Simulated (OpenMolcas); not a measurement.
Computed levels of 3s2 3p4 in ions with 16 electrons, in cm-1 above 3P2.

```yaml
Program: OpenMolcas
Method: SS-CASPT2, IPEA 0.25 Eh, imaginary shift 0.1 Eh
Basis: ANO-RCC-VTZP
Scalar_Hamiltonian: DKH2, point nucleus
Spin-orbit_coupling: state interaction with AMFI integrals over the reference wave functions, term energies averaged over their components
```

Active space for each ion: 6 electrons in 4 orbitals (3s 3p); closed shells correlated by CASPT2: 2s 2p.

```json
{"Level": "3P1", "S": "369", "Ar2+": "1033"}
{"Level": "3P0", "S": "538", "Ar2+": "1472"}
{"Level": "1D2", "S": "9590", "Ar2+": "14560"}
{"Level": "1S0", "S": "22130", "Ar2+": "33630"}
```

Task: Estimate 3P0, 1D2, 1S0 for Cl+ from its neighbours S and Ar2+.

Result: 3P0 is fine structure, which grows about as the fourth power of a screened charge, so the fourth roots are averaged: ((538^0.25 + 1472^0.25) / 2)^4 = 918. The calculation gives 938, so the estimate is off by -2.1 %; the measured value is 996 (NIST Handbook of Basic Atomic Spectroscopic Data).
1D2 is another term, which grows about linearly with the charge: (9590 + 14560) / 2 = 12075. The calculation gives 12140, so the estimate is off by -0.5 %; the measured value is 11654 (NIST Handbook of Basic Atomic Spectroscopic Data).
1S0 is another term, which grows about linearly with the charge: (22130 + 33630) / 2 = 27880. The calculation gives 28030, so the estimate is off by -0.5 %; the measured value is 27878 (NIST Handbook of Basic Atomic Spectroscopic Data).

Term energies are means over components that CASPT2 splits; among the terms shown or strongly mixed into the levels shown the widest spread is 170 cm-1 (3s2 3p4 1D, Cl+). Over all roots computed the reference weight is 0.87 to 0.96 in Cl+, 0.88 to 0.96 in Ar2+; the roots of lowest weight are the least certain, and an intruder state may touch them. No level of 3s 3p5 was computed, though it lies in the active space (holds for S). Computed and measured levels are paired by configuration, term and J; levels that our copy of the source lacks, or whose pairing is in doubt (as where it misses far off the trend of its configuration), stay unpaired and out of the deviations. Levels of configurations outside the active space are missing.
